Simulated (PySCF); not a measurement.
# Working with the constants of GaAs⁺

UHF-CCSD(T) constants of GaAs⁺, ⁴Σ⁻ (quartet), unpaired electrons σ ↑, π ↑↑ (Ga def2-TZVPPD, As def2-TZVPPD; no relativity (PySCF 2.14); masses 68.9256 and 74.9216 u):

* ωe: 111.2 cm⁻¹
* ωexe: 1.0 cm⁻¹
* Be: 0.06148 cm⁻¹
* αe: 0.000670 cm⁻¹
* D (centrifugal): 7.52e-08 cm⁻¹
* De to Ga⁺ + As: 0.492 eV

(1) Give the vibrational terms G(v) and spacings up to v = 6.

(2) How well does the Morse estimate ωe²/(4ωexe) reproduce De, and what is D0?

Correlated steps freeze 18 core orbitals. Spin–orbit coupling is left out. For an ion De counts to the pair picked by the measured ionisation energies or electron affinities, which need not be the lowest pair at this level. The state was picked by a PBE0 search and need not be the measured ground state.

Answers

(1) G(v) = ωe(v+½) − ωexe(v+½)².

| v | G(v) (cm⁻¹) | G(v) − G(v−1) | Bv (cm⁻¹) |
| --- | --- | --- | --- |
| 0 | 55.4 |  | 0.06114 |
| 1 | 164.6 | 109.2 | 0.06048 |
| 2 | 271.8 | 107.2 | 0.05980 |
| 3 | 376.9 | 105.2 | 0.05914 |
| 4 | 480.2 | 103.2 | 0.05847 |
| 5 | 581.4 | 101.2 | 0.05779 |
| 6 | 680.6 | 99.2 | 0.05713 |

(2) It gives 0.383 eV, 78 % of the computed De. D0 = De − G(0) = 0.492 − 0.007 = 0.485 eV.
